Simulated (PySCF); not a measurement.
Molfile (atoms numbered from 1):
```
C10H16
     RDKit          3D

 26 28  0  0  0  0  0  0  0  0999 V2000
   -3.2876    0.0277   -0.8150 C   0  0  0  0  0  0  0  0  0  0  0  0
   -2.7301    0.0449    0.6206 C   0  0  0  0  0  0  0  0  0  0  0  0
   -1.3168    0.2371    0.0265 C   0  0  0  0  0  0  0  0  0  0  0  0
   -0.1463   -0.4450    0.6659 C   0  0  2  0  0  0  0  0  0  0  0  0
    0.6653    0.2515    1.7242 C   0  0  0  0  0  0  0  0  0  0  0  0
    1.2520    0.0046    0.3713 C   0  0  0  0  0  0  0  0  0  0  0  0
    1.6874    1.0567   -0.6490 C   0  0  0  0  0  0  0  0  0  0  0  0
    2.9460    0.2064   -0.9424 C   0  0  0  0  0  0  0  0  0  0  0  0
    2.4562   -0.8771    0.0471 C   0  0  0  0  0  0  0  0  0  0  0  0
   -1.8678   -0.2974   -1.3143 C   0  0  0  0  0  0  0  0  0  0  0  0
   -4.0935   -0.6841   -1.0486 H   0  0  0  0  0  0  0  0  0  0  0  0
   -3.6094    1.0307   -1.1358 H   0  0  0  0  0  0  0  0  0  0  0  0
   -3.1061    0.8037    1.3238 H   0  0  0  0  0  0  0  0  0  0  0  0
   -2.8182   -0.9442    1.0986 H   0  0  0  0  0  0  0  0  0  0  0  0
   -1.1043    1.3160   -0.0691 H   0  0  0  0  0  0  0  0  0  0  0  0
   -0.2739   -1.5282    0.7938 H   0  0  0  0  0  0  0  0  0  0  0  0
    0.3884    1.2794    1.9810 H   0  0  0  0  0  0  0  0  0  0  0  0
    1.0451   -0.3386    2.5636 H   0  0  0  0  0  0  0  0  0  0  0  0
    1.8826    2.0577   -0.2344 H   0  0  0  0  0  0  0  0  0  0  0  0
    1.0044    1.1662   -1.5059 H   0  0  0  0  0  0  0  0  0  0  0  0
    3.0446   -0.1286   -1.9849 H   0  0  0  0  0  0  0  0  0  0  0  0
    3.8908    0.6870   -0.6504 H   0  0  0  0  0  0  0  0  0  0  0  0
    2.1977   -1.8400   -0.4207 H   0  0  0  0  0  0  0  0  0  0  0  0
    3.1290   -1.0748    0.8959 H   0  0  0  0  0  0  0  0  0  0  0  0
   -1.7077   -1.3851   -1.3932 H   0  0  0  0  0  0  0  0  0  0  0  0
   -1.5155    0.1717   -2.2461 H   0  0  0  0  0  0  0  0  0  0  0  0
  1  2  1  0
  2  3  1  0
  3  4  1  0
  4  5  1  0
  5  6  1  0
  6  7  1  0
  7  8  1  0
  8  9  1  0
  3 10  1  0
 10  1  1  0
  6  4  1  0
  9  6  1  0
  1 11  1  0
  1 12  1  0
  2 13  1  0
  2 14  1  0
  3 15  1  0
  4 16  1  1
  5 17  1  0
  5 18  1  0
  7 19  1  0
  7 20  1  0
  8 21  1  0
  8 22  1  0
  9 23  1  0
  9 24  1  0
 10 25  1  0
 10 26  1  0
M  END
```

Isolated molecule, non-relativistic, one conformer. PBE0-D3(BJ)/def2-SVP structure; PBE/pcSseg-1 with gauge-including orbitals; PySCF.

Scale: ¹³C, ¹H vs TMS (reference shieldings calculated alike).

```
atoms  nucleus  count  δ (ppm)
   C3      ¹³C      1     43.3
  H21       ¹H      1     1.97
  H26       ¹H      1     2.11
  H18       ¹H      1     0.54
  H12       ¹H      1     1.78
   C9      ¹³C      1     33.9
   C8      ¹³C      1        ?
  H19       ¹H      1     1.91
  H11       ¹H      1        ?
   C2      ¹³C      1     32.2
  H16       ¹H      1        ?
   C1      ¹³C      1        ?
   C7      ¹³C      1        ?
   C6      ¹³C      1        ?
  H23       ¹H      1     2.17
  H25       ¹H      1     1.74
  H15       ¹H      1     1.28
  H20       ¹H      1     2.23
  H22       ¹H      1     2.08
  H17       ¹H      1     0.08
  C10      ¹³C      1        ?
   C5      ¹³C      1     24.9
  H13       ¹H      1     2.01
  H14       ¹H      1     1.75
  H24       ¹H      1        ?
   C4      ¹³C      1     36.0
```

Problem. Fill in the missing shifts.

Solution. 
- C10: 32.5 ppm, sp3 CH2 in a ring; aliphatic region, no heteroatom directly attached
- C7: 29.0 ppm, sp3 CH2 in a ring; a saturated carbon with 2 carbon neighbours and no heteroatom attached
- C6: 23.1 ppm, three-membered-ring carbon; carbons of three-membered rings are unusually shielded
- C1: 21.9 ppm, sp3 CH2 in a ring; aliphatic region, no heteroatom directly attached
- C8: 17.2 ppm, sp3 CH2 in a ring; saturated and bonded to C and H only
- H24: 2.05 ppm, hydrogen on an sp3 CH2 in a ring
- H11: 1.69 ppm, hydrogen on an sp3 CH2 in a ring; far from electronegative atoms and π systems
- H16: 0.34 ppm, hydrogen on a three-membered-ring carbon; cyclopropane-type protons are shielded by the ring

Shifts are as computed. Against solution values, carbons near 30 ppm lie about +2 ppm off and those near 130 ppm about +2 ppm. Of 1211 compounds with measured shifts, 218 miss one by over three times the rms of a fit or turn the order of signals round; such compounds aren't used in these exercises.
